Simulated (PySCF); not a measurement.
# PbO from Hartree–Fock to correlated methods

State: singlet, closed shell. Set-up: basis Pb x2c-TZVPPall, O x2c-TZVPPall; spin-free X2C with a Gaussian nucleus; PySCF 2.14. De refers to Pb + O in their high-spin ground configurations, without counterpoise correction. A positive dipole means Pb(−)O(+).

```csv
Level,Re (Å),ωe (cm⁻¹),De (eV),μ (D),"CPU s a point (SCF and correlation, without the integrals)"
RHF,1.864,883,0.86,-5.49,1.2
RHF-MP2,1.935,726,5.48,n/a,2
RHF-SCS-MP2,1.932,734,5.18,n/a,n/a
RHF-CCSD,1.902,796,4.25,n/a,n/a
RHF-CCSD(T),1.929,729,4.82,n/a,19
PBE,1.933,732,5.65,-4.29,3.9
r²SCAN,1.911,774,5.06,-4.41,7.3
B3LYP,1.918,766,4.94,-4.66,5.2
PBE0,1.900,793,4.71,-4.63,7.3
r²SCAN0,1.889,816,4.27,-4.70,6
M06-2X,1.889,821,4.36,-5.07,6
LC-ωPBE,1.876,843,4.64,-4.83,12
B2PLYP,1.942,701,5.23,-5.38,5.3
```

The bond length runs from 1.864 Å (RHF) to 1.942 Å (B2PLYP). De spans 0.86 eV (RHF, mean field) to 5.65 eV (PBE, GGA). Correlation at CCSD(T) changes the Hartree–Fock bond energy by +3.96 eV; the triples alone change it by +0.57 eV.

Correlated steps freeze 35 core orbitals. Spin–orbit coupling is left out, which matters for elements this heavy, above all for dissociation energies. Where the molecule has an RHF reference, its open-shell atoms are computed with UHF. B2PLYP dipoles, levels and charges come from its SCF part alone. The CCSD T1 diagnostic is raised, a sign that a single reference may not be enough here.

The whole job (state search and all levels along the bond) took about 9.8 min on 2 threads of Arm Neoverse V2 (shared host), peak memory 4.3 GiB.
